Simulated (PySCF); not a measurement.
A GIAO shielding run with PySCF (density fitting, non-relativistic, gas phase) on `C[C@@H](O)C[SiH2][SiH2][SiH2]F`, C3H13FOSi3:

```
$ OMP_NUM_THREADS=1 python probes_run.py task.json out

{"job": {"kind": "nmr", "xc": "PBE0", "basis": "pcSseg-1"}, "charge": 0, "multiplicity": 1}
C     -2.299061     0.071504    -0.938097
C     -1.474152    -0.001744     0.343981
O     -0.493689    -1.031785     0.253111
C     -0.748079     1.298555     0.644613
Si     0.574302     1.027120     1.997527
Si     2.142332    -0.478585     1.209412
Si     1.959187    -0.915938    -1.046398
F      3.442322    -0.875172    -1.707339
H     -3.010333     0.890732    -0.876894
H     -2.850217    -0.854224    -1.100564
H     -1.640156     0.239052    -1.787561
H     -2.140111    -0.235720     1.190616
H     -0.920458    -1.853602    -0.009077
H     -1.483023     2.046764     0.936625
H     -0.272429     1.657008    -0.268594
H     -0.160755     0.591026     3.196507
H      1.058097     2.378121     2.324499
H      2.018254    -1.746345     1.955889
H      3.498915    -0.019546     1.575769
H      1.510857    -2.245732    -1.457915
H      1.279276     0.075453    -1.879048
```

Hardware: 1 thread of an Intel Xeon, shared host. The job also computes population analyses, field gradients.

Task: How large is the calculation?

Result: 90 electrons, 222 basis functions and 1224 auxiliary functions.

Task: How long does it take, and how much memory does it need?

Result: 4.3 min of wall time, with 12 SCF cycles and 4 response iterations; peak memory 1 GiB. Times on a shared host scatter by some tens of per cent.
